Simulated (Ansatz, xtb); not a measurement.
C2H9ClOSi3: which of two isomers lies lower

Structure X is `C=C[Si@@H]([SiH3])O[SiH2]Cl`, a singlet and structure Y is `[SiH3]O[SiH2]/C=C\[SiH2]Cl`, a singlet. Both are isolated molecules in the gas phase, relaxed with r2SCAN-D4/def2-SVP, each in the lowest conformer that the search found.

Question: Estimate which is lower in electronic energy at CCSD(T)/def2-SVP + ΔMP2/def2-TZVPP, and by roughly how much.

Answer: The CCSD(T)/def2-SVP + ΔMP2/def2-TZVPP calculation puts structure X lower, by 2.5 kcal/mol.

How the difference moves with the method:

```csv
level,geometry,E(Y) − E(X) (kcal/mol),departure from the last row (kcal/mol),"job, with rough time for the two"
r2SCAN-D4/def2-SVP,r2SCAN-D4/def2-SVP,+4.2,+1.7,"optimisation, 5.2 min"
HF/def2-SVP,r2SCAN-D4/def2-SVP,+1.5,−1.0,part of the CCSD(T) run
MP2/def2-SVP,r2SCAN-D4/def2-SVP,+1.4,−1.1,part of the CCSD(T) run
CCSD(T)/def2-SVP,r2SCAN-D4/def2-SVP,+2.5,0.0,single point
CCSD(T)/def2-SVP + ΔMP2/def2-TZVPP,r2SCAN-D4/def2-SVP,+2.5,,"single point, 1.8 min"
```

As drawn, Y has 1 C–Si, 1 Si–H in place of 1 Si–Si, 1 C–H.

The levels shown agree on the order. The largest departure from CCSD(T)/def2-SVP + ΔMP2/def2-TZVPP is that of r2SCAN-D4/def2-SVP, 1.7 kcal/mol. Levels run at GFN2-xTB geometries aren't shown. The last row adds to CCSD(T) the change of the MP2 difference between the two basis sets, here 0.0 kcal/mol.

With thermal terms from frequencies at re-optimised GFN2-xTB minima (ideal gas, soft modes damped towards free rotors, one conformer each, 298.15 K, 1 atm): on the last row, ΔE + ΔZPE = +1.4, ΔH = +1.1, ΔG = +1.4 kcal/mol.

The correlated steps freeze 23 core orbitals. Mirror images aren't counted in ΔG. Programs: Ansatz 0.2.0, xtb 6.7.1; the last row on 4 threads of Arm Neoverse V1 on a shared host.
